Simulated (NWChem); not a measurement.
# CH3BrClIn; SMILES [CH3][In]([Cl])[Br]

Results from NWChem. Structure relaxed at the PBE0/def2-SVP level. Not confirmed as a minimum by frequencies. def2 effective core potentials on In; no spin-orbit coupling.

Diagonal of the polarisability tensor at PBE0/def2-SVPD, static: 95.77, 101.26, 62.72 bohr³.

Problem. Find the mean polarisability volume, the molar refraction, and the refractive index that an ideal gas of it would have at 273.15 K and 1 atm.

Solution. 
1. Mean: one third of the trace = 86.58 bohr³ × 0.14818 Å³/bohr³ = 12.83 Å³.
2. Molar refraction (Lorentz-Lorenz): (4π/3) N_A α = 32.4 cm³/mol.
3. Number density p/kT = 2.687 × 10⁻⁵ Å⁻³; n − 1 = 2π N α = 21.66 × 10⁻⁴.
4. These hold the electronic response alone: vibrational and orientational terms add to the static dielectric constant.
